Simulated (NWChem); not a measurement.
Isomers of Si2H4OClF, each optimised at PBE0/def2-SVP with NWChem, gas phase unless a solvent is named. Flexible species stand in one conformer each, which need not be the lowest.  Relative energies count from the lowest isomer at each level and are electronic, without zero-point energy, on those geometries.

A: O[Si@H]([SiH2]Cl)F
B: [Si@@H]([SiH2]F)(Cl)O
C: [SiH2](O[SiH2]Cl)F
D: Cl[Si@@]([SiH3])(O)F

**Question.** Rank them by relative energy, PW6B95/def2-TZVP (kcal/mol), lowest first.

**Answer.** C (0.0), D (24.8), A (31.5), B (34.0)
